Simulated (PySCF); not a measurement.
Ge(H)(vinyl)(NH2)2 (C₂H₈GeN₂), SMILES [CH]([GeH]([NH2])[NH2])=C.

Geometry optimised at PBE-D3(BJ)/def2-SVP. One conformer was computed; it need not be the lowest.

Level of theory: PBE-D3(BJ)/def2-SVP (PySCF 2.14.0).

Frequencies are harmonic and unscaled.

Computed normal modes with their intensities:
```json
[
 {"mode": "1", "ν (cm⁻¹)": "63", "IR (km/mol)": "0.1", "moving atoms (share of kinetic energy)": "C 41 %, H 32 %, N 20 %"},
 {"mode": "2", "ν (cm⁻¹)": "114", "IR (km/mol)": "19.4", "moving atoms (share of kinetic energy)": "H 77 %, N 20 %"},
 {"mode": "3", "ν (cm⁻¹)": "152", "IR (km/mol)": "5.7", "moving atoms (share of kinetic energy)": "H 31 %, N 30 %, Ge 23 %, C 16 %"},
 {"mode": "4", "ν (cm⁻¹)": "164", "IR (km/mol)": "1.7", "moving atoms (share of kinetic energy)": "H 40 %, N 29 %, C 22 %, Ge 9 %"},
 {"mode": "5", "ν (cm⁻¹)": "180", "IR (km/mol)": "6.2", "moving atoms (share of kinetic energy)": "H 71 %, N 19 %"},
 {"mode": "6", "ν (cm⁻¹)": "249", "IR (km/mol)": "35.6", "moving atoms (share of kinetic energy)": "H 64 %, N 26 %"},
 {"mode": "7", "ν (cm⁻¹)": "306", "IR (km/mol)": "13.9", "moving atoms (share of kinetic energy)": "C 50 %, H 24 %, Ge 16 %, N 10 %"},
 {"mode": "8", "ν (cm⁻¹)": "484", "IR (km/mol)": "45.5", "moving atoms (share of kinetic energy)": "H 66 %, C 17 %, N 17 %"},
 {"mode": "9", "ν (cm⁻¹)": "520", "IR (km/mol)": "190.5", "moving atoms (share of kinetic energy)": "H 66 %, N 18 %, C 14 %"},
 {"mode": "10", "ν (cm⁻¹)": "547", "IR (km/mol)": "61.3", "moving atoms (share of kinetic energy)": "H 47 %, N 31 %, C 20 %"},
 {"mode": "11", "ν (cm⁻¹)": "568", "IR (km/mol)": "141.1", "moving atoms (share of kinetic energy)": "C 40 %, H 32 %, Ge 16 %, N 12 %"},
 {"mode": "12", "ν (cm⁻¹)": "652", "IR (km/mol)": "32.2", "moving atoms (share of kinetic energy)": "N 46 %, H 39 %, Ge 13 %"},
 {"mode": "13", "ν (cm⁻¹)": "668", "IR (km/mol)": "63.2", "moving atoms (share of kinetic energy)": "H 40 %, N 40 %, Ge 20 %"},
 {"mode": "14", "ν (cm⁻¹)": "710", "IR (km/mol)": "28.2", "moving atoms (share of kinetic energy)": "H 83 %, N 11 %"},
 {"mode": "15", "ν (cm⁻¹)": "723", "IR (km/mol)": "38.1", "moving atoms (share of kinetic energy)": "H 82 %, N 14 %"},
 {"mode": "16", "ν (cm⁻¹)": "872", "IR (km/mol)": "45.5", "moving atoms (share of kinetic energy)": "H 85 %, N 12 %"},
 {"mode": "17", "ν (cm⁻¹)": "890", "IR (km/mol)": "24.3", "moving atoms (share of kinetic energy)": "H 88 %, N 11 %"},
 {"mode": "18", "ν (cm⁻¹)": "938", "IR (km/mol)": "28.6", "moving atoms (share of kinetic energy)": "H 72 %, C 28 %"},
 {"mode": "19", "ν (cm⁻¹)": "966", "IR (km/mol)": "6.8", "moving atoms (share of kinetic energy)": "H 84 %, C 15 %"},
 {"mode": "20", "ν (cm⁻¹)": "999", "IR (km/mol)": "11.4", "moving atoms (share of kinetic energy)": "H 93 %"},
 {"mode": "21", "ν (cm⁻¹)": "1222", "IR (km/mol)": "0.5", "moving atoms (share of kinetic energy)": "H 73 %, C 27 %"},
 {"mode": "22", "ν (cm⁻¹)": "1366", "IR (km/mol)": "10.0", "moving atoms (share of kinetic energy)": "H 85 %, C 15 %"},
 {"mode": "23", "ν (cm⁻¹)": "1493", "IR (km/mol)": "16.9", "moving atoms (share of kinetic energy)": "H 91 %, N 9 %"},
 {"mode": "24", "ν (cm⁻¹)": "1499", "IR (km/mol)": "17.3", "moving atoms (share of kinetic energy)": "H 91 %, N 9 %"},
 {"mode": "25", "ν (cm⁻¹)": "1618", "IR (km/mol)": "3.2", "moving atoms (share of kinetic energy)": "C 87 %, H 13 %"},
 {"mode": "26", "ν (cm⁻¹)": "2073", "IR (km/mol)": "125.2", "moving atoms (share of kinetic energy)": "H 99 %"},
 {"mode": "27", "ν (cm⁻¹)": "3039", "IR (km/mol)": "17.6", "moving atoms (share of kinetic energy)": "H 95 %"},
 {"mode": "28", "ν (cm⁻¹)": "3061", "IR (km/mol)": "7.3", "moving atoms (share of kinetic energy)": "H 92 %, C 8 %"},
 {"mode": "29", "ν (cm⁻¹)": "3131", "IR (km/mol)": "11.0", "moving atoms (share of kinetic energy)": "H 89 %, C 11 %"},
 {"mode": "30", "ν (cm⁻¹)": "3424", "IR (km/mol)": "4.0", "moving atoms (share of kinetic energy)": "H 96 %"},
 {"mode": "31", "ν (cm⁻¹)": "3444", "IR (km/mol)": "5.9", "moving atoms (share of kinetic energy)": "H 96 %"},
 {"mode": "32", "ν (cm⁻¹)": "3521", "IR (km/mol)": "5.0", "moving atoms (share of kinetic energy)": "H 92 %, N 8 %"},
 {"mode": "33", "ν (cm⁻¹)": "3545", "IR (km/mol)": "9.8", "moving atoms (share of kinetic energy)": "H 92 %, N 8 %"}
]
```
